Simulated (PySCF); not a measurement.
# H3Sn, SMILES `[SnH3]` (charge 0, multiplicity 2)

Level of theory: PBE-D3(BJ)/def2-TZVP // B3LYP-D3(BJ)/def2-TZVP (PySCF 2.14.0).

```
Quantity                                                       Result
-----------------------------  --------------------------------------
highest occupied spin orbital                                -5.17 eV
dipole moment                                                  0.32 D
total energy                                              -5878.44 eV
cost                           about 90 core-seconds (a rough figure)
```

```xyz
4

Sn     0.0002    -0.0010     0.4371
H     -0.5159     1.5389    -0.1421
H     -1.0745    -1.2157    -0.1480
H      1.5903    -0.3222    -0.1470
```
Charge 0, spin multiplicity 2.
